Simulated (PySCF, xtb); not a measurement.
C2H5ClFNSi, SMILES F[Si@H](Cl)/C=N/C.

GFN2-xTB in xtb 6.7.1 at its own geometry gives an orbital gap of 3.02 eV and a dipole moment of 2.06 D.

The structure is a stationary point at PBE0-D3(BJ)/def2-SVP. The structure was generated by enumeration; whether it is a known compound was not checked. Other conformers were not sampled.

### Question
What does PBE/def2-TZVP (PySCF) give? (The exact figures need the calculation; the answer reports its results.)

### Answer
gap 3.74 eV (levels -6.20 and -2.46 eV), dipole 2.41 D.
